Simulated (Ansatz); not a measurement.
Wavefunction ladder for FH$_{6}$NOSi$_{2}$, SMILES `N[SiH2][SiH](O)F`

Z-matrix (Å, degrees):
```
Si
Si 1 2.354
N 1 1.742 2 102.4
H 1 1.494 2 113.3 3 -124.8
H 1 1.487 2 111.7 3 113.4
F 2 1.603 1 109.5 3 -122.2
O 2 1.639 1 104.4 3 -3.4
H 2 1.481 1 119.2 3 116.1
H 3 1.010 1 117.9 2 -71.6
H 3 1.009 1 117.8 2 153.6
H 7 0.964 2 113.6 1 -22.5
```

The species carries charge 0 and has multiplicity 1. The structure was optimised at the PBE0-D4/def2-TZVP level. It is one conformer, not always the lowest. Frozen core, restricted reference, Ansatz. CBS rows extrapolate triple and quadruple zeta; past MP2 they add the triple-zeta difference.

```csv
basis,HF (Eh),MP2 corr.,CCSD corr.,(T),CCSD(T) total
def2-TZVPP,-810.38416,-0.94934,?,?,?
def2-QZVPP,-810.41406,?,–,–,–
CBS(def2),?,-1.08767,-1.12601,as TZ,?
```

Fill in the withheld values. (Estimate.)

The calculation gave: def2-TZVPP CCSD corr.: -0.98768; def2-TZVPP (T): -0.03353; def2-TZVPP CCSD(T) total: -811.40537; def2-QZVPP MP2 corr.: -1.02881; CBS(def2) HF (Eh): -810.41818; CBS(def2) CCSD(T) total: -811.57772.
